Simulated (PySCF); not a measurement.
**Correlation energy of S⁻ (sulfur, charge -1)**

[Ne] 3s2 3p5, 2P determinant. Computed with PySCF 2.14 in aug-cc-pV(D+d)Z, with no relativity, point nucleus. Frozen: [Ne]; 7 electrons correlated.

| level | correlation energy (mhartree) |
| --- | --- |
| CCSD | -142.90 |
| (T) | -4.25 |
| CCSD(T) | -147.15 |
| CCSDT | -147.85 |

Diagnostics: T1 = 0.013, D1 = 0.0251, largest double amplitude 0.038.

**Question.** Is a single reference adequate?

**Answer.** Yes: T1 lies below 0.03 and no double amplitude reaches 0.07.
